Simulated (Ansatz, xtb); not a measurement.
**Relative energy of two isomers of C6H4ClFO**

Structure I: `Oc1cc(F)ccc1Cl`, a singlet. Structure II: `Oc1ccc(F)cc1Cl`, a singlet. Both are isolated molecules in the gas phase, relaxed with PBE-D3(BJ)/def2-SVP; the shapes shown needn't be the lowest conformers.

I (Å):

```xyz
13

C    -1.4751    1.0975    0.3406
C    -0.7402    0.3212    1.2560
C    -0.2793   -0.9403    0.8689
C    -0.5208   -1.4702   -0.4061
C    -1.2526   -0.6996   -1.3207
C    -1.7217    0.5652   -0.9504
Cl   -2.6415    1.5617   -2.0651
F     0.4214   -1.6689    1.7560
O    -1.9197    2.3145    0.7140
H    -2.4029    2.6889   -0.0564
H    -0.5355    0.7103    2.2621
H    -0.1392   -2.4664   -0.6666
H    -1.4642   -1.0777   -2.3306
```

II (Å):

```yaml
atoms:
  - { symbol: C, position_ang: [-1.4412, 1.1941, 0.1124] }
  - { symbol: C, position_ang: [-0.5431, 0.6733, 1.0644] }
  - { symbol: C, position_ang: [-0.0967, -0.6513, 0.9868] }
  - { symbol: C, position_ang: [-0.5509, -1.4708, -0.0545] }
  - { symbol: C, position_ang: [-1.4433, -0.9937, -1.0213] }
  - { symbol: C, position_ang: [-1.8769, 0.3341, -0.9246] }
  - { symbol: Cl, position_ang: [-2.9951, 0.9986, -2.1016] }
  - { symbol: F, position_ang: [-0.1239, -2.7461, -0.1330] }
  - { symbol: O, position_ang: [-1.8544, 2.4775, 0.2139] }
  - { symbol: H, position_ang: [-2.4678, 2.6404, -0.5359] }
  - { symbol: H, position_ang: [-0.2031, 1.3388, 1.8706] }
  - { symbol: H, position_ang: [0.6039, -1.0607, 1.7279] }
  - { symbol: H, position_ang: [-1.7907, -1.6476, -1.8318] }
```

Energies in hartree; the thermal terms are from GFN2-xTB frequencies at re-optimised GFN2-xTB minima (ideal gas, soft modes damped towards free rotors, one conformer each, 298.15 K, 1 atm) and include the zero-point energy:

```
                              I           II
E, CCSD(T)/def2-SVP  −864.233382  −864.231482
    E, MP2/def2-SVP  −864.143350  −864.141772
  E, MP2/def2-TZVPP  −865.105454  −865.103880
  zero-point energy     0.083751     0.083707
       H(298 K) − E     0.092357     0.092326
       G(298 K) − E     0.051186     0.051121
```

Problem. Correct the CCSD(T) difference for the basis set by the MP2 change, then work out ΔE, ΔE₀, ΔH and ΔG for I → II in kJ/mol (1 Eh = 2625.50 kJ/mol) and the equilibrium ratio [II]/[I].

Solution. 1. Differences II − I: CCSD(T) +0.001900, MP2 in the small set +0.001578, MP2 in the large set +0.001574 Eh.
2. ΔE = +0.001900 + (+0.001574 − (+0.001578)) = +0.001896 Eh = +4.98 kJ/mol.
3. ΔE₀ = ΔE + ΔZPE = +0.001896 + (−0.000044) Eh = +4.86 kJ/mol.
4. ΔH = ΔE + (−0.000031) Eh = +4.90 kJ/mol.
5. ΔG = ΔE + (−0.000065) Eh = +4.81 kJ/mol, so ΔS = (ΔH − ΔG)/T = +0.3 J/(mol K).
6. kT = 0.9442 mEh, so K = [II]/[I] = exp(−ΔG/kT) = exp(−1.94) ≈ 0.14.

Structure I is favoured at this temperature. An error of 4 kJ/mol in ΔG would change K by a factor of 5. Mirror images and further conformers aren't counted.

As drawn, both hold the same kinds of bond in the same numbers.

Other levels gave ΔE = +2.1 (GFN2-xTB); +6.1 (HF/STO-3G, GFN2-xTB geometries); +6.0 (r2SCAN-D4/def2-SVP, GFN2-xTB geometries); +5.3 (PBE-D3(BJ)/def2-SVP); +8.0 (HF/def2-SVP); +4.1 (MP2/def2-SVP); +5.0 (CCSD(T)/def2-SVP) kJ/mol. The correlated steps freeze 13 core orbitals. Programs: Ansatz 0.2.0, xtb 6.7.1.
